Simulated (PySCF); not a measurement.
Correlation energy of N²⁺ (nitrogen, charge +2)

[He] 2s2 2p1, 2P determinant. Computed with PySCF 2.14 in x2c-TZVPall (5s3p2d1f, 31 functions), with scalar relativity by spin-free X2C-1e. Frozen: 1s2; 3 electrons correlated.

MP2 pair energies summed by pair of shells (mhartree):

```
 pair  energy  share (%)
2s-2s  -32.68       59.0
2s-2p  -22.75       41.0
```

Total MP2 correlation energy: -55.43 mhartree.

Same-spin part -3.45 and opposite-spin part -51.98 mhartree; SCS-MP2 scales them by 1/3 and 6/5 to -63.53 mhartree.

```tsv
level	correlation energy (mhartree)
CCSD	-82.30
(T)	-1.02
CCSD(T)	-83.32
```

Diagnostics: T1 = 0.0068, D1 = 0.0131, largest double amplitude 0.137.

Task: Is a single reference adequate?

Result: Mostly. T1 lies below 0.03, but a double amplitude of this size points to a near-degeneracy that CCSD handles and MP2 describes poorly.
